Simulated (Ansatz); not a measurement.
Consider the atomization: `C#[C][GeH2][SbH2]` → 2 C• + Ge• + 5 H• + Sb•.

Computed with Ansatz on PBE0-D4/def2-TZVP structures; ΔE is electronic, products minus reactants. CBS: MP2 limit from def2 TZ/QZ plus the TZ coupled-cluster correction, frozen cores. This one scheme is used for every species, atoms too. Functionals use def2-TZVPP. No spin–orbit coupling; open shells (•) take unrestricted orbitals. Spin–orbit coupling would lower the free atoms: a little for C; clearly for Ge. Elements past krypton have def2 core potentials. Bonds to Ge, Sb are less sure, by a few kJ/mol each and by 10 to 20 or more in all where they break to atoms, as the def2 sets lack core-valence functions. Scalar relativity is left out up to krypton.

```tsv
species	ωB97M-V energy (Eh)
`C#[C][GeH2][SbH2]`	-2396.23722
C•	-37.84639
Ge•	-2076.80591
H•	-0.49411
Sb•	-240.17932
```

Work out ΔE.

ΔE = 5 × (-0.49411) + 2 × (-37.84639) + (-2076.80591) + (-240.17932) − (-2396.23722) = 1.08866 Eh = +2858.3 kJ/mol. CCSD(T)/CBS gives +2882.9 kJ/mol.

Largest T1 diagnostic among the species: 0.013.

From PBE to PBE0 (25 % exact exchange), in def2-TZVPP and without D4, ΔE moves by −55.3 kJ/mol: exact exchange takes away binding that semilocal exchange gives to molecules. In def2-TZVPP, CCSD(T) changes the Hartree–Fock value by +818.0 kJ/mol (the triples alone add +56.4 kJ/mol) and MP2 by +827.5 kJ/mol; breaking electron pairs costs correlation energy, which Hartree–Fock lacks. At CCSD(T), def2-SVP lies −203.8 kJ/mol from the extrapolated value and def2-TZVPP −74.1 kJ/mol: correlation converges slowly with the basis, and small sets miss more of it in the bonded molecule than in its fragments.

For atomizations the MP2-based limit and the directly extrapolated one differ by several kJ/mol either way, and by 10 to 25 for some Ge, Se and Sn compounds, so smaller differences from it don't rank the levels.
